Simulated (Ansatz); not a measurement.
`O=C(F)C(F)(F)F`, charge 0, multiplicity 1.

(1) Give a relaxed structure at PBE0-D4/def2-TZVP (Ansatz 0.2.0). (An estimate is asked.)

## Answers

(1) Computed: 
Cartesian coordinates in Å:
```
O -0.470 -1.672 0.743
C 0.032 -0.615 0.675
F 0.787 -0.089 1.629
C -0.069 0.373 -0.505
F -0.609 1.515 -0.092
F 1.145 0.625 -0.987
F -0.817 -0.138 -1.463
```
Point group Cs.
